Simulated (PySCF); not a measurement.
Level of theory: PBE0/[Ge def2-TZVP, H def2-TZVP], no relativity, density fitting, PySCF.

```xyz
3
charge 0 multiplicity 1, angstrom
Ge    0.0000    0.0000   -0.0297
H     1.1343    0.0000    1.0909
H    -1.1343    0.0000    1.0909
```

GeH2 (singlet), along the line from Ge1 (at 0) through H2 (at 1.595 Å).

Task: Tabulate the fields along this line at -0.48, -0.32, -0.16, 0.08, 0.24, 0.40, 0.56, 0.72, 0.88, 1.04, 1.20, 1.36, 1.51, 1.75, 1.91, 2.07, 2.23, 2.39, 2.55 Å.

Result: 
```
distance (Å)  electron density (e/Å³)  electron localisation function  electrostatic potential (V)
       -0.48                     8.51                           0.568                         91.6
       -0.32                     40.4                           0.774                          253
       -0.16                      138                            0.23                         1100
        0.08                     1080                           0.789                         3310
        0.24                       73                           0.619                          495
        0.40                     19.1                           0.729                          146
        0.56                     3.89                           0.341                         63.2
        0.72                     1.25                           0.142                           33
        0.88                    0.831                           0.362                         18.9
        1.04                    0.856                           0.876                         13.2
        1.20                     1.04                           0.986                         15.5
        1.36                     1.42                           0.999                         33.8
        1.51                     2.15                               1                          151
        1.75                     1.39                               1                         61.6
        1.91                    0.708                               1                         19.6
        2.07                    0.363                               1                         7.88
        2.23                    0.189                           0.999                         3.31
        2.39                    0.101                           0.999                         1.32
        2.55                   0.0553                           0.998                        0.429
```

On a grid of 0.08 Å the density has a local minimum along the bond near 0.96 Å from Ge, at 0.82 e/Å³, where the ELF is 0.66.
